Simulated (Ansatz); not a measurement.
Harmonic frequencies (cm⁻¹) at PBE0-D4/def2-TZVP from Ansatz: 20, 67, 70, 107, 132, 147, 150, 161, 184, 250, 278, 298, 450, 468, 498, 500, 522, 555, 641, 704, 1165, 1180, 1181, 1228, 1424, 1425, 1477, 1490, 1491, 1542, 3011, 3014, 3077, 3081, 3096, 3104, 3560, 3652, 4005.

Each molecule was computed in one conformer, which needn't be the lowest.

Which molecule is it?
A. `[CH3][Zr]([NH2])([OH])[OH]`
B. `C[N](C)[Zr]([F])([SH])[Cl]`
C. `C[O][Zr]([CH3])([NH2])[OH]`
D. `C[O][Zr]([OH])([Cl])[S]C`

C.
